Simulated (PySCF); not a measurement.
## Property card for `n1([SiH](C)C)cpc(F)n1`

Species: C4H8FN2PSi.
Numbering: `[CH3:1][SiH:2]([CH3:3])[n:4]1[cH:5][p:6][c:7]([F:8])[n:9]1` (hydrogens: H10, H11, H12 on C1; H13 on Si2; H14, H15, H16 on C3; H17 on C5)

Some functional groups and rings: pyridine-type ring nitrogen, pyrrole-type ring nitrogen, C–F bond, Si–H bond and C–Si bond.

PBE0-D3(BJ)/def2-SVP geometry optimisation, gas phase (PySCF):

* Rotational constants A, B, C: 2.144, 0.701, 0.635 GHz

From CAM-B3LYP/def2-SVPD ground state, ΔSCF and vertical TDDFT (core frozen in the response) (PySCF):

- Dipole moment: 4.12 D
- HOMO energy: -8.16 eV
- LUMO energy: 0.30 eV
- HOMO–LUMO gap: 8.46 eV
- Lowest singlet excitation: 5.50 eV (225 nm, f = 0.200)
- Lowest triplet excitation (Tamm–Dancoff): 3.71 eV
- Static isotropic polarisability: 109.9 au
- Vertical ionisation energy: 8.88 eV
- Electronic spatial extent ⟨r²⟩ about the centre of nuclear charge: 1846 bohr²

From B97-2/pcSseg-1 ground state and GIAO shieldings, non-relativistic (PySCF):

- 13C chemical shifts (computed TMS as zero) by class: 197.5 (C7), 169.6 (C5), -1.8 (C1/C3) ppm
- 1H chemical shifts (computed TMS as zero) by class: 8.62 (H17), 4.95 (H13), 0.53 (H10/H11/H12/H14/H15/H16) ppm
- Isotropic shieldings of nuclei other than C and H, by class: -62 (N9), 26 (N4), 277 (F8), 346 (Si2), 275 (P6) ppm

Monoisotopic mass from the formula: 162.0178 u.

The polarisability is 16.29 Å³ as a volume (1 au = 0.148185 Å³), or 1.31 au for each of the 84 electrons. S1 lies 2.96 eV below the HOMO–LUMO gap; its leading configuration is HOMO→LUMO, weight 0.90. The principal polarisabilities are 88.6, 104.0 and 137.2 au; their mean is the isotropic value. With B = h/(8π²I), that is 505.379 GHz u Å² over I, the principal moments of inertia are 235.8, 720.5 and 795.3 u Å² (most abundant isotopes). In atomic units the dipole is 1.62 e·bohr (1 au = 2.5417 D).

One conformer (not necessarily the lowest) at the PBE0-D3(BJ)/def2-SVP geometry, without solvent or vibrations. NMR classes are plain means over equivalent atoms (diastereotopic ones count apart unless rotation or inversion swaps them), as if these changed places fast; in this geometry the members of some classes differ.

For the NMR shielding job (B97-2/pcSseg-1), hardware: one thread of an Arm Neoverse V2, shared host with 96 logical CPUs at a one-minute load of 36. Cost: 33 s, 1.1 GiB resident at most.

Conformer computed: `[CH3:1][SiH:2]([CH3:3])[n:4]1[cH:5][p:6][c:7]([F:8])[n:9]1`: C1–Si2–N4–C5 119°.
